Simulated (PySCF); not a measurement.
Sulfur: highly charged ions in a basis for the neutral atom

S(8+) [He] 2s2 2p4, S(9+) [He] 2s2 2p3. All numbers are calculated (PySCF 2.14, no relativity, point nucleus, in cc-pV(T+d)Z (5s4p3d1f, 39 functions)). No spin-orbit coupling, so a gap to NIST mixes the basis error with missing relativistic terms.

Changed run: basis of the neutral atom used for a highly charged ion. This setting is unsound on purpose.

```
species  method  sound run (hartree)  changed run (hartree)  converged
  S(8+)     UHF              not run             -365.14251        yes
  S(8+)     LDA              not run             -364.00570        yes
  S(8+)  r2SCAN              not run             -365.39902        yes
  S(9+)     UHF              not run             -351.15772        yes
  S(9+)     LDA              not run             -349.97836        yes
  S(9+)  r2SCAN              not run             -351.33657        yes
```

Ionisation energy of S(8+):

| method | changed run (eV) | NIST (eV) |
| --- | --- | --- |
| UHF | 380.55 | 379.84 ± 0.21 |
| LDA | 381.70 | 379.84 ± 0.21 |
| r2SCAN | 382.66 | 379.84 ± 0.21 |

The contracted functions were made for the neutral atom and can be too rigid for a highly charged ion.
